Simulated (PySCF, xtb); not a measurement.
SnH2ClBr, SMILES [Cl][SnH2][Br].

Harmonic wavenumbers (cm⁻¹) from GFN2-xTB run with xtb 6.7.1 at its own minimum, in rising order: 88, 231, 320, 321, 416, 512, 619, 1355, 1553.

**Question.** What does PBE0-D3(BJ)/def2-SVP (PySCF 2.14.0) give at its own minimum? (Estimate from the structure and the level; the computed values follow.)

**Answer.** 96, 266, 382, 411, 515, 646, 679, 1967, 1984. Paired by order, the mean absolute difference is 170 cm⁻¹ and the zero-point energies are 7.7 and 9.9 kcal/mol.
